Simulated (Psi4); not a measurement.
Nuclear repulsion and electron count by hand

System: methane (CH4), singlet, at a GFN2-xTB geometry. Level: CAM-B3LYP/pcseg-1 (Psi4). Sums are taken with unrounded values, so a last digit can differ.

Coordinates (Å):

```
atom         x         y         z
----  --------  --------  --------
C1     0.00000   0.00000   0.00000
H2     0.63660   0.62710   0.61039
H3    -0.62803  -0.60692   0.63899
H4     0.61286  -0.64240  -0.61871
H5    -0.62143   0.62222  -0.63067
```

Work out the nuclear repulsion energy and the numbers of alpha and beta electrons.

In atomic units each pair adds Z_i Z_j / r_ij, with r in bohr (1 bohr = 0.529177 Å).
| pair | r (Å) | r (bohr) | Z_i Z_j | term (Eh) |
|---|---|---|---|---|
| C1-H2 | 1.0822 | 2.0450 | 6 | 2.9340 |
| C1-H3 | 1.0822 | 2.0450 | 6 | 2.9340 |
| C1-H4 | 1.0822 | 2.0450 | 6 | 2.9340 |
| C1-H5 | 1.0822 | 2.0450 | 6 | 2.9340 |
| H2-H3 | 1.7672 | 3.3395 | 1 | 0.2994 |
| H2-H4 | 1.7672 | 3.3395 | 1 | 0.2994 |
| H2-H5 | 1.7672 | 3.3395 | 1 | 0.2994 |
| H3-H4 | 1.7672 | 3.3395 | 1 | 0.2994 |
| H3-H5 | 1.7672 | 3.3395 | 1 | 0.2994 |
| H4-H5 | 1.7672 | 3.3395 | 1 | 0.2994 |
The sum is 13.5327 Eh; Psi4 gives 13.5327 Eh. The atomic numbers add up to 10, so at charge +0 there are 10 electrons; multiplicity 1 means 0 unpaired, so 5 alpha and 5 beta.
